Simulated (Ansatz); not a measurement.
CH$_{7}$Cl$_{2}$NSi$_{2}$ (`C[SiH](Cl)N[SiH2]Cl`). Charge 0, multiplicity 1. All single points use the PBE0-D4/def2-TZVP geometry. It is one conformer, not always the lowest.

```xyz
13

C     1.431    0.009    1.044
Si   -0.359   -0.442    1.177
Cl   -1.261    0.853    2.513
N    -1.118   -0.350   -0.366
Si   -0.607    0.477   -1.774
Cl    0.753   -0.614   -2.878
H     1.946   -0.661    0.351
H     1.555    1.035    0.691
H     1.906   -0.068    2.024
H    -0.587   -1.795    1.735
H    -1.972   -0.883   -0.465
H    -1.774    0.712   -2.651
H     0.086    1.728   -1.400
```

(1) What is the dipole moment at r2SCAN/def2-TZVPP? (Best estimate.)

(2) And with PBE, B3LYP, ωB97M-V? (Estimate.)

(3) Give the Mulliken charges with r2SCAN, B3LYP, PBE in def2-TZVPP. (An estimate is asked.)

Results:

(1) Computed: 0.58 D, with components (-0.20, -0.53, -0.16) D in this frame, pointing from negative to positive charge.

(2) The calculation gave: PBE 0.57 D, B3LYP 0.59 D, ωB97M-V 0.60 D.

(3) The calculation gave: 
```tsv
atom	r2SCAN	B3LYP	PBE
C1	-0.33	-0.39	-0.37
Si2	0.56	0.53	0.43
Cl3	-0.28	-0.27	-0.24
N4	-0.39	-0.33	-0.26
Si5	0.50	0.46	0.37
Cl6	-0.27	-0.26	-0.23
H7	0.10	0.12	0.12
H8	0.10	0.11	0.11
H9	0.09	0.11	0.12
H10	-0.09	-0.08	-0.07
H11	0.15	0.13	0.14
H12	-0.06	-0.06	-0.05
H13	-0.07	-0.06	-0.05
```

B3LYP here is the variant with VWN-RPA as its local correlation; programs differ in this.
